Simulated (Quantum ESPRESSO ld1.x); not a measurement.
Input (ld1.x (Quantum ESPRESSO 7.5)):

```
 &input
    zed=68.0,
    iswitch=1,
    rel=1,
    dft='PBESOL',
    config='[Xe] 4f9 5d1 6s1',
    verbosity='high',
    prefix='ld1',
    max_out_wfc=37,
    file_charge='ld1.rho',
 /
```

Command: `OMP_NUM_THREADS=1 ld1.x < ld1.in > ld1.out`

It prints:

```
     Program LD1 v.7.5 starts

     --------------------------- All-electron run ----------------------------

     scalar relativistic calculation

     atomic number is 68.00
     dft =PBESOL   lsd =0 sic =0 latt =0  beta=0.20 tr2=1.0E-14
     Exchange-correlation= PBESOL
                           (   1   4  10   8   0   0   0)
     mesh =2105 r(mesh) = 100.73490 a.u. xmin = -8.00 dx = 0.00800
     1 Ry =  13.60569312 eV, c = 137.03599908

     n l     nl                  e(Ry)          e(Ha)          e(eV)
     1 0     1S 1( 2.00)   -4219.358933117   -2109.679466559 -57407.3028198
     2 0     2S 1( 2.00)    -712.233567031    -356.116783516  -9690.4313449
     2 1     2P 1( 6.00)    -630.424933946    -315.212466973  -8577.3681884
     3 0     3S 1( 2.00)    -162.895978200     -81.447989100  -2216.3126904
     3 1     3P 1( 6.00)    -138.017835877     -69.008917939  -1877.8283204
     4 0     4S 1( 2.00)     -35.380433651     -17.690216826   -481.3753228
     4 1     4P 1( 6.00)     -27.157070715     -13.578535358   -369.4907703
     3 2     3D 1(10.00)    -106.864383404     -53.432191702  -1453.9640064
     5 0     5S 1( 2.00)      -6.898008480      -3.449004240    -93.8521865
     5 1     5P 1( 6.00)      -4.799211774      -2.399605887    -65.2966026
     4 2     4D 1(10.00)     -16.140573610      -8.070286805   -219.6036914
     4 3     4F 1( 9.00)      -4.006299430      -2.003149715    -54.5084806
     5 2     5D 1( 1.00)      -2.290219319      -1.145109660    -31.1600212
     6 0     6S 1( 1.00)      -1.984842058      -0.992421029    -27.0051519

     final scf error:  6.7E-15 reached in  25 iterations

     Etot =  -26158.432764 Ry,  -13079.216382 Ha, -355903.608764 eV

     Ekin =   28363.690409 Ry,   14181.845205 Ha,  385907.667547 eV
     Encl =  -63963.539973 Ry,  -31981.769987 Ha, -870268.295938 eV
     Eh   =    9983.807682 Ry,    4991.903841 Ha,  135836.623522 eV
     Exc  =    -542.390882 Ry,    -271.195441 Ha,   -7379.603895 eV

     normalization and overlap integrals

     s(1S/1S) =  1.000000  <r> =   0.0204  <r2> =    0.0006  r(max) =   0.0128
     s(1S/2S) = -0.026326
     s(1S/3S) = -0.011465
     s(1S/4S) = -0.005569
     s(1S/5S) = -0.002369
     s(1S/6S) = -0.000996
     s(2S/2S) =  1.000000  <r> =   0.0865  <r2> =    0.0088  r(max) =   0.0734
     s(2S/3S) = -0.007247
     s(2S/4S) = -0.003364
     s(2S/5S) = -0.001418
     s(2S/6S) = -0.000596
     s(2P/2P) =  1.000000  <r> =   0.0767  <r2> =    0.0072  r(max) =   0.0596
     s(2P/3P) = -0.005797
     s(2P/4P) = -0.002546
     s(2P/5P) = -0.000981
     s(3S/3S) =  1.000000  <r> =   0.2255  <r2> =    0.0581  r(max) =   0.2077
     s(3S/4S) = -0.002397
     s(3S/5S) = -0.000979
     s(3S/6S) = -0.000409
     s(3P/3P) =  1.000000  <r> =   0.2246  <r2> =    0.0585  r(max) =   0.2044
     s(3P/4P) = -0.002038
     s(3P/5P) = -0.000762
     s(4S/4S) =  1.000000  <r> =   0.5063  <r2> =    0.2893  r(max) =   0.4735
     s(4S/5S) = -0.000671
     s(4S/6S) = -0.000276
     s(4P/4P) =  1.000000  <r> =   0.5360  <r2> =    0.3267  r(max) =   0.4929
     s(4P/5P) = -0.000528
     s(3D/3D) =  1.000000  <r> =   0.2039  <r2> =    0.0488  r(max) =   0.1660
     s(3D/4D) = -0.001474
     s(3D/5D) = -0.000419
     s(5S/5S) =  1.000000  <r> =   1.1872  <r2> =    1.5803  r(max) =   1.0795
     s(5S/6S) = -0.000151
     s(5P/5P) =  1.000000  <r> =   1.3616  <r2> =    2.0909  r(max) =   1.2074
     s(4D/4D) =  1.000000  <r> =   0.5765  <r2> =    0.3851  r(max) =   0.5089
     s(4D/5D) = -0.000313
     s(4F/4F) =  1.000000  <r> =   0.7016  <r2> =    0.6165  r(max) =   0.4968
     s(5D/5D) =  1.000000  <r> =   1.8658  <r2> =    3.9966  r(max) =   1.5597
     s(6S/6S) =  1.000000  <r> =   2.7855  <r2> =    8.6353  r(max) =   2.5612

     ------------------------ End of All-electron run ------------------------
```

Run on one thread of a shared host, so times are rough (Intel(R) Xeon(R) Processor @ 2.60GHz): 0.54 s of CPU time, 1.3 s wall, 25 iterations on 2105 mesh points.
